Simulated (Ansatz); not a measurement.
`CO[SiH](F)[SiH3]` → `[CH2]` (triplet) + `O[SiH](F)[SiH3]` at 400 K and 1 bar (formal loss of a carbene).

Computed with Ansatz on PBE0-D4/def2-TZVP structures; ΔE is electronic, products minus reactants. CBS: MP2 limit from def2 TZ/QZ plus the TZ coupled-cluster correction, frozen cores. This one scheme is used for every species. Triplets are unrestricted, without spin–orbit coupling. Each species was taken in one conformer, which may not be the lowest.

```csv
species,CCSD(T)/CBS energy (Eh),H − E (kJ/mol),S (J/(mol·K))
`CO[SiH](F)[SiH3]`,-795.47815,246.9,421.6
`[CH2]` (triplet),-39.09499,59.0,205.7
`O[SiH](F)[SiH3]`,-756.23815,165.6,373.8
```

H − E and S are ideal-gas, rigid-rotor, harmonic terms from PBE0-D4/def2-TZVP, for one conformer and one mirror image of each species, with the whole ground term of open shells counted as degenerate. 1 Eh = 2625.50 kJ/mol, R = 8.31446 J/(mol·K).

Problem. By hand: ΔE, ΔH, ΔS and ΔG.

Solution. ΔE = (-39.09499) + (-756.23815) − (-795.47815) = 0.14501 Eh = 380.7 kJ/mol. Δ(H − E) = 59.0 + 165.6 − 246.9 = -22.3, so ΔH = 358.4 kJ/mol. ΔS = 205.7 + 373.8 − 421.6 = 157.9 J/(mol·K). ΔG = 358.4 − 400 × (157.9)/1000 = 295.2 kJ/mol.

Problem. By hand: the equilibrium constant, and the temperature at which ΔG would vanish if ΔH and ΔS stayed fixed.

Solution. log₁₀ K = −ΔG/(RT ln 10) = -38.5. ΔG = 0 at ΔH/ΔS = 2270 K.

The number of gas molecules changes by +1, which sets the sign of ΔS. A doubt of 5 kJ/mol in ΔE shifts log₁₀ K by 0.7 here. Other conformers and mirror images would add mixing entropy, several J/(mol·K) or more a flexible species. A triplet takes part, so the spin changes. These are equilibria of isolated gas molecules and say nothing of rates. Largest T1 diagnostic: 0.013 (customary marks: 0.02 for closed shells, 0.045 for open ones).
